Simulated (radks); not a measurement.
Effect of the nuclear size on the niobium ion Nb+, [Kr] 4d4. All-electron calculation, Dirac Kohn-Sham, PBE, spin-unpolarised, spherical densities, finite nucleus; open shells are shared between the two j in proportion to 2j + 1; Fermi nuclear charge, rms radius 4.324 fm. Program: a radial shooting solver on a logarithmic mesh with Libxc functionals. The rms radius is varied about that value; shifts are against it.

| rms radius (fm) | total energy shift (eV) | density at nucleus (e/bohr^3) | 1s1/2 shift (meV) | 2s1/2 shift (meV) | 4s1/2 shift (meV) | 5s1/2 (empty) shift (meV) |
|---|---|---|---|---|---|---|
| 3.537 | -0.421 | 8.422e+04 | -178 | -18.9 | -0.530 | -0.061 |
| 4.1943 | -0.0746 | 8.275e+04 | -31.5 | -3.35 | -0.094 | -0.011 |
| 4.324 | 0 | 8.249e+04 | 0.000 | 0.000 | 0.000 | 0.000 |
| 4.5878 | 0.158 | 8.199e+04 | 66.8 | 7.10 | 0.199 | 0.023 |
| 5.2234 | 0.573 | 8.09e+04 | 242 | 25.7 | 0.721 | 0.082 |

Slopes of the eigenvalues against <r^2> in GHz/fm^2, as finite differences over the two radii next to the reference (eigenvalue slopes, not the field-shift constants of lines): 1s1/2 6880, 2s1/2 731, 4s1/2 20.5, 5s1/2 (empty) 2.34.
